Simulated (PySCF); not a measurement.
Sn(F)(Me) (CH₃FSn), SMILES [CH3][Sn][F] (connectivity only; charge and spin as stated), neutral, multiplicity 1. Atoms are numbered in the order given.

```xyz
6

Sn     0.3643     0.1495     0.0000
F     -1.3666     1.1102     0.0000
C     -0.5941    -1.8312     0.0000
H      0.1297    -2.6579     0.0000
H     -1.2413    -1.9123    -0.8873
H     -1.2413    -1.9123     0.8873
```

Geometry optimised at PBE-D3(BJ)/def2-TZVP. The def2 effective core potentials stand for the cores of Sn; spin–orbit coupling is left out.

These are TDA-LC-ωPBE/def2-SVPD in PySCF values and carry that method's errors.

Vertical excitations. Isolated molecule, no solvent. State labels are in the subgroup Cs.

Computed UV-visible absorptions:
```
state  symmetry  energy (eV)  λ (nm)      f                          main pairs
-----  --------  -----------  ------  -----  ----------------------------------
S1           A"         3.09     402  0.041                      HOMO→LUMO 98 %
S2           A'         5.46     227  0.109                    HOMO→LUMO+1 91 %
S3           A"         6.50     191  0.075                    HOMO−1→LUMO 96 %
S4           A'         6.92     179  0.010  HOMO→LUMO+2 80 %, HOMO→LUMO+3 14 %
S5           A"         6.99     177  0.003                    HOMO−3→LUMO 95 %
S6           A'         7.11     174  0.749  HOMO→LUMO+3 77 %, HOMO→LUMO+2 15 %
S7           A'         7.39     168  0.011                    HOMO−2→LUMO 87 %
S8           A'         8.49     146  0.009                    HOMO→LUMO+4 82 %
S9           A"         8.53     145  0.000                    HOMO→LUMO+5 90 %
S10          A"         8.63     144  0.004                    HOMO−5→LUMO 95 %
T1           A"         1.94     639      0                      HOMO→LUMO 96 %
T2           A'         4.35     285      0                    HOMO→LUMO+1 91 %
T3           A"         5.64     220      0                    HOMO−1→LUMO 89 %
T4           A'         5.74     216      0                    HOMO→LUMO+3 81 %
```
Triplets are in the Tamm–Dancoff approximation.
